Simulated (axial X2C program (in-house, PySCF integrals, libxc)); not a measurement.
**Potential curves of AlTi, two-component**

Calculated with an in-house relativistic program for diatomic molecules. Two-component (2c) means X2C with spin–orbit coupling and atomic mean-field two-electron Coulomb and Gaunt terms. Basis: Ti dyall-cv3z [10s10p6d4f2g], Al dyall-v3z [8s8p2d1f] (cores contracted in-house); Gaussian nuclei, density fitting, unrestricted open shells. Masses: Ti 47.948 u, Al 26.982 u.

State: Ω = 1/2 (⟨Sz⟩ = 2.50, ⟨Lz⟩ = -2.00 at PBE0). Energies in kJ/mol from the lowest point of each curve. Fits are polynomials in 1 − R0/R over 0.85 to 1.23 times the lowest point R0.

```tsv
R (Å)	PBE0
2.2695	20.89
2.3444	8.35
2.4192	1.82
2.4940	0.00
2.5813	2.47
2.6686	8.60
2.7808	20.06
```

Occupations by symmetry block were frozen at the best pattern of an incomplete PBE0 search. Density functionals use the spin component along the axis (collinear). PBE0 can misorder states that lie within some tenths of an eV, so this need not be the ground state of the molecule. The nearest other 2c determinant of the search, Ω = 9/2, lies 0.02 eV up at the distance of the search. The functionals have no current-density term, which raises determinants with orbital currents, atoms included. The spin of this state cannot come from the lowest atoms; the curve heads to a higher limit, and no De is given. With several unpaired electrons one determinant need not be a pure state.

What are Re and ωe at the PBE0 level?

At PBE0, 2c: Re = 2.490 Å, ωe ≈ 329 cm⁻¹; Be follows as 0.157 cm⁻¹.
